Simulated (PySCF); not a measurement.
A GIAO shielding run with PySCF 2.14 (density fitting, non-relativistic, gas phase) on SMILES O=C[Si@@H]1C[C@H]1Cl, C3H5ClOSi:

```
$ OMP_NUM_THREADS=1 python probes_run.py task.json out

{"job": {"kind": "nmr", "xc": "HF", "basis": "pcSseg-2", "pop": false}, "charge": 0, "multiplicity": 1}
O      1.847748     0.662465    -0.994225
C      1.652397    -0.296585    -0.287391
Si    -0.100573    -0.550466     0.428997
C     -1.440584     0.263056    -0.591755
C     -1.010143     1.083294     0.607858
Cl    -2.190591     1.357719     1.888382
H      2.488333    -1.008344    -0.049213
H     -0.408041    -1.689324     1.326458
H     -2.444167    -0.172993    -0.541068
H     -1.175309     0.666033    -1.576206
H     -0.433650     1.988760     0.386770
```

Hardware: 1 thread of an Arm Neoverse V1, shared host. The job also computes ring-centre shieldings.

Question: How large is the calculation?

Answer: 62 electrons, 300 basis functions and 870 auxiliary functions.

Question: How long does it take, and how much memory does it need?

Answer: 42 s of wall time, with 12 SCF cycles and 8 response iterations; peak memory 1.2 GiB. Times on a shared host scatter by some tens of per cent.

Question: And these other runs on the same molecule and hardware: GIAO shielding at B3LYP/pcSseg-2; GIAO shielding at B97-D/pcSseg-2; GIAO shielding at BLYP/pcSseg-2; GIAO shielding at BP86/pcSseg-2; GIAO shielding at KT2/pcSseg-2; GIAO shielding at KT3/pcSseg-2?

Answer: B3LYP/pcSseg-2: 300 functions, 51 s; B97-D/pcSseg-2: 300 functions, 60 s; BLYP/pcSseg-2: 300 functions, 62 s; BP86/pcSseg-2: 300 functions, 61 s; KT2/pcSseg-2: 300 functions, 64 s; KT3/pcSseg-2: 300 functions, 62 s.
